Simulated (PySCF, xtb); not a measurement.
C2H8O2Si, SMILES C([Si@H](C)O)O.

GFN2-xTB run with xtb 6.7.1 at its own geometry gives an orbital gap of 6.02 eV and a dipole moment of 3.49 D.

Geometry optimised at ωB97X-D3(BJ)/def2-SVP. The structure was generated by enumeration; whether it is a known compound was not checked. One conformer was computed; it need not be the lowest.

### Question
What does ωB97X/def2-TZVP run with PySCF give? (The exact figures need the calculation; the answer reports its results.)

### Answer
gap 12.16 eV (levels -9.72 and 2.44 eV), dipole 2.72 D.
